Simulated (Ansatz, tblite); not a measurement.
Removing and adding an electron: Al(PF3)H3 (AlPH₃F₃). The state is a singlet with charge 0. Geometry: PBE0-D4/def2-SVP. Ansatz, gas phase; energy differences of separate SCF runs; the oxidised species was run as a doublet alone; the reduced species was run as a doublet alone.

```
atom    x (Å)    y (Å)    z (Å)
 Al1   0.3193  -0.8684   1.1763
  P2  -0.2095   0.5835  -0.7982
  F3   0.3633   0.1845  -2.2113
  F4   0.2421   2.0925  -0.7504
  F5  -1.7270   0.7764  -1.1762
  H6  -0.4751   0.0827   2.1833
  H7   1.8991  -0.7056   1.0180
  H8  -0.4122  -2.1456   0.5585
```

The xTB rows come from tblite. HOMO above LUMO, or a gap near zero within one spin, warns that the state may not be the lowest or that an electron is smeared out.

Q: Estimate orbital energies and vertical ionisation energies and electron affinities at: GFN1-xTB; GFN2-xTB; PBE-D4/def2-TZVPD; r2SCAN-D4/def2-TZVP; r2SCAN-D4/def2-TZVPD; PBE0-D4/def2-TZVP; PBE0-D4/def2-TZVPD.

A: 
```tsv
level	−HOMO (eV)	vertical IE (eV)	−LUMO (eV)	vertical EA (eV)	HOMO–LUMO gap (eV)	IE − EA (eV)	remarks
GFN1-xTB	12.41	15.63	7.70	3.97	4.71	11.65	–
GFN2-xTB	11.40	14.64	6.97	3.86	4.43	10.78	–
PBE-D4/def2-TZVPD	7.30	–	2.19	-0.34	5.11	–	HOMO above zero (-1 doublet), gap within one spin near zero (-1 doublet)
r2SCAN-D4/def2-TZVP	7.59	10.65	1.92	–	5.67	–	gap within one spin near zero (+1 doublet)
r2SCAN-D4/def2-TZVPD	7.59	–	1.96	-0.45	5.63	–	HOMO above zero (-1 doublet)
PBE0-D4/def2-TZVP	8.54	10.82	1.21	–	7.33	–	–
PBE0-D4/def2-TZVPD	8.55	–	1.29	-0.48	7.26	–	HOMO above zero (-1 doublet)
```

Run but left out: PBE-D4/def2-TZVP (charge +1 doublet: an occupied level 0.14 eV above an empty one).   A HOMO above zero means that the electron is unbound at that level or that self-interaction error raises the level; the energy of removing that electron tells which. Raw xTB energy differences between charge states are shifted by several eV; the methods need an empirical correction for them. A negative affinity means that the extra electron isn't bound; its size then hangs on the basis.
